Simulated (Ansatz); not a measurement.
Geometry optimisation, RHF/def2-SVPD (Ansatz).

The input (input.yaml):

```yaml
crystal:
  periodic: [false, false, false]
  atoms:
    - { symbol: B, position_ang: [0.0, 0.0, 0.0] }
    - { symbol: F, position_ang: [0.0, 0.0, 1.67] }
    - { symbol: Cl, position_ang: [1.6108, 0.0, -0.93] }
    - { symbol: H, position_ang: [-1.0305, 0.0, -0.595] }
    - { symbol: O, position_ang: [0.3647, 1.5813, 0.5392] }
    - { symbol: H, position_ang: [1.1213, 1.5436, 1.2072] }
    - { symbol: H, position_ang: [0.2309, 1.0013, 1.5024] }
basis:
  gaussian: { orbitals: def2-SVPD }
hamiltonian:
  xc: hf
relax:
  f_tol: 0.15
  max_steps: 25
  restrain:
    - { distance: [0, 4], at: 1.41, k: 30.0 }
    - { distance: [6, 1], at: 0.92, k: 30.0 }
    - { distance: [0, 1], at: 2.52, k: 30.0 }
    - { distance: [6, 4], at: 2.21, k: 30.0 }
```

Command:

```bash
$ ansatz run input.yaml --threads 2 --pin off --max-ram 3072MiB --backend cpu --events-out ev --progress --plain --runs-dir out
```

Task: Where does it end, and by what steps?

Result: The run converged. The restraints hold the end off the free minimum. After 10 steps the energy has fallen by 4.818 eV (the restraints' own energy left out); H7 moved furthest, 0.93 Å.

```json
{"step": "0", "energy less start (eV)": "0.0000", "largest force component (eV/Å)": "6.492", "accepted": "yes"}
{"step": "1", "energy less start (eV)": "-1.4338", "largest force component (eV/Å)": "5.310", "accepted": "yes"}
{"step": "2", "energy less start (eV)": "-2.5399", "largest force component (eV/Å)": "4.569", "accepted": "yes"}
{"step": "3", "energy less start (eV)": "-3.6463", "largest force component (eV/Å)": "2.284", "accepted": "yes"}
{"step": "4", "energy less start (eV)": "-4.2902", "largest force component (eV/Å)": "2.302", "accepted": "yes"}
{"step": "5", "energy less start (eV)": "-4.6251", "largest force component (eV/Å)": "1.581", "accepted": "yes"}
{"step": "6", "energy less start (eV)": "-4.7572", "largest force component (eV/Å)": "1.243", "accepted": "yes"}
{"step": "7", "energy less start (eV)": "-4.8087", "largest force component (eV/Å)": "1.161", "accepted": "yes"}
{"step": "8", "energy less start (eV)": "-4.8048", "largest force component (eV/Å)": "1.299", "accepted": "no"}
{"step": "9", "energy less start (eV)": "-4.8175", "largest force component (eV/Å)": "1.061", "accepted": "yes"}
{"step": "10", "energy less start (eV)": "-4.8183", "largest force component (eV/Å)": "1.104", "accepted": "yes"}
```

```xyz
7
Properties=species:S:1:pos:R:3
B 0.206 0.506 -0.273
F -0.103 -0.362 2.084
Cl 1.628 -0.318 -0.961
H -0.877 0.067 -0.464
O 0.369 1.696 0.390
H 1.263 2.001 0.431
H -0.188 0.537 2.188
```

Run time: 18 s on 2 threads of Arm Neoverse V1, with other jobs on the host, peak memory 0.24 GiB.
